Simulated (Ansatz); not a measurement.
Molecule: C₃HO (charge 0, doublet). It need not be the lowest isomer of its formula. SMILES: C#C[C]=O
Geometry from a B3LYP-D3(BJ)/def2-TZVP (Ansatz, a quantum-chemistry and plane-wave program) optimisation:
```
C
C 1 1.2611
C 1 1.2980 2 166.34
O 3 1.1677 1 173.93 2 180.00
H 2 1.0770 1 139.98 3 -180.00
```
Charge 0, spin multiplicity 2.

Property: atomisation energy (electronic, to ground-state atoms), in kcal/mol. Cores are frozen in the correlated levels unless marked. Open shells are spin-unrestricted. Spin-orbit coupling is left out. Non-relativistic. The coupled-cluster limit lacks core correlation, which all-electron functionals hold. CBS(X,Y): correlation extrapolated as X^-3; Hartree-Fock from the larger set. The bracket is a focal-point correction in the basis named.

The UHF reference is spin-contaminated (<S^2> 0.37 over the pure value in the largest basis). The T1 diagnostic of CCSD in the largest basis is 0.049, which is high, so the coupled-cluster rows are less sure than usual.

```tsv
level	program	atomisation energy (kcal/mol)
revPBE-D3(BJ)/def2-TZVPD	Ansatz + dftd3	586.8
revPBE/def2-TZVPD	Ansatz	582.4
r2SCAN0-D4/def2-TZVPD	Ansatz + dftd4	556.1
CCSD/6-31G	Ansatz	[?]
RI-MP2/CBS(cc-pVTZ,cc-pVQZ)+[CCSD(T)-MP2]/cc-pVTZ	Ansatz	561.1
```

Q: Complete the blanks.

A: 
- CCSD/6-31G, atomisation energy (kcal/mol): 460.5
